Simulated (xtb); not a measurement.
CH7F2NSi2, SMILES C[Si](F)(F)[SiH2]N. All values are semi-empirical tight-binding results from xtb (GFN2-xTB unless named), good for trends rather than for accurate numbers. Coordinates come from a GFN2-xTB optimisation. The structure was generated by enumeration, and PubChem lists no compound with its InChIKey, so it may never have been made. One conformer was computed; it need not be the lowest.

Optimised geometry:

```xyz
13

C      2.0230    -0.9119     0.6290
Si     0.6562     0.2751     0.0661
F      1.3502     1.3199    -0.9489
F      0.4162     1.2779     1.3137
Si    -1.3454    -0.4656    -0.7994
N     -2.4311    -1.1678     0.3407
H      1.6925    -1.5500     1.4438
H      2.8914    -0.3570     0.9776
H      2.3491    -1.5581    -0.1809
H     -2.1155     0.6262    -1.4047
H     -1.1145    -1.5360    -1.7769
H     -2.2610    -2.0970     0.6884
H     -2.8114    -0.5951     1.0770
```

Computed properties:
The orbital gap is 4.47 eV and the dipole moment comes out as 3.14 D. The zero-point energy comes out as 52.6 kcal/mol and the G − E(el) at 298.15 K (modified RRHO) is 29.8 kcal/mol. The static polarisability (D4 model) is 85.1 bohr³. The solvation energy, GFN2-xTB/ALPB(water) is -4.1 kcal/mol and the solvation energy, GFN2-xTB/ALPB(thf) comes out as -6.6 kcal/mol.

### Question
Give the atomic charges and the Wiberg bond orders between heavy atoms. (An estimate is asked for; the answer gives what the named calculation found.)

### Answer
charges (e) C1 -0.21, Si2 0.56, F3 -0.29, F4 -0.29, Si5 0.42, N6 -0.42, H7 0.03, H8 0.05, H9 0.03, H10 -0.09, H11 -0.11, H12 0.15, H13 0.16. Bond orders C1–Si2 0.91, Si2–F3 1.08, Si2–F4 1.08, Si2–Si5 0.77, Si5–N6 1.17.
